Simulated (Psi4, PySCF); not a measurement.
Here is a job for PySCF.
```python
from pyscf import gto, scf, dft

mol = gto.M(
    atom='''
C    -0.01669866   -0.14473260    2.05451619
C    -0.00572650   -0.05021694    0.70569704
C     0.00420741    0.03413279   -0.51310411
C     0.01585773    0.13725248   -1.95067878
H    -0.94506085   -0.19981979    2.59400011
H     0.90273351   -0.16585290    2.61141141
H    -0.00059800    1.18728795   -2.25276024
H     0.91722312   -0.32377874   -2.35724285
H    -0.86013765   -0.35645090   -2.37399048
''',
    basis='6-31g*',
    spin=1,
    verbose=4,
)

mf = dft.UKS(mol)
mf.xc = 'b3lyp5'
mf.grids.atom_grid = (99, 590)
mf.grids.prune = None
mf.kernel()
```

Give the equivalent Psi4 input.

Several could match; the one computed here: 
```
memory 2 GB

molecule {
0 2
C    -0.01669866   -0.14473260    2.05451619
C    -0.00572650   -0.05021694    0.70569704
C     0.00420741    0.03413279   -0.51310411
C     0.01585773    0.13725248   -1.95067878
H    -0.94506085   -0.19981979    2.59400011
H     0.90273351   -0.16585290    2.61141141
H    -0.00059800    1.18728795   -2.25276024
H     0.91722312   -0.32377874   -2.35724285
H    -0.86013765   -0.35645090   -2.37399048
}

set {
  basis 6-31g*
  reference uks
  scf_type pk
  puream true
  d_convergence 1e-8
  dft_radial_points 99
  dft_spherical_points 590
}

energy('b3lyp5')
print_variables()
```

Both were run: PySCF gave -155.217786 Eh and Psi4 -155.217786 Eh, 0.000 mEh apart.
